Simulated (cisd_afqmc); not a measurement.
Input (AFQMC/CISD/cc-pVDZ; cisd_afqmc is a phaseless AFQMC code with CISD trial states that reads the integrals written by Ansatz):

Ansatz 0.2 input:
```python
import cisd_afqmc

open("ham.yaml", "w").write("""\
crystal:
  periodic: [false, false, false]
  atoms:
    - {symbol: Se, position_ang: [-0.11368287, -0.21748465, 0.26528568]}
    - {symbol: H, position_ang: [-0.89971524, -0.97555065, -0.73041794]}
    - {symbol: F, position_ang: [0.52943700, 0.93000321, -0.92103278]}
basis:
  gaussian:
    orbitals: cc-pVDZ
magnetization: {spin_polarized: false}
correlation: {method: ccsd, electrons: outside_noble_gas, hamiltonian_folder: ham}
""")
rep = cisd_afqmc.ansatz("ham.yaml")
e_ccsd = rep["correlation"]["coupled_cluster"]["energy"]["hartree"]
out = cisd_afqmc.run("ham", e_ccsd, trial="CISD", walkers=200, populations=8, threads=8, dt=0.005, steps=40, early=24, settle=10, least=32,
    cut=5e-5, rank_cut=2e-4, target=0.0004, seconds=1500, seed=1, memory=17280, gpu=False)
```

Output:

```
orbitals 31, occupied [7], factors 160 of 502, rank of the doubles 90 of 168
E(HF) = -2499.794046
E(CCSD) on the cut factors = -2500.118962, shift to the whole factors -0.000003
Energy of the trial state on the determinant = -2500.118968
  tau behind 7.2 of longer steps, mean of the populations' last blocks
   2.0  -2500.12670
   4.0  -2500.12761
   6.0  -2500.12784
   8.0  -2500.12703
blocks 296 (0 outliers left out), error by blocks joined: 1: 0.00022, 2: 0.00027, 4: 0.00031, 8: 0.00035, 16: 0.00027
E(AFQMC/CISD) = -2500.12729 +/- 0.00035
```
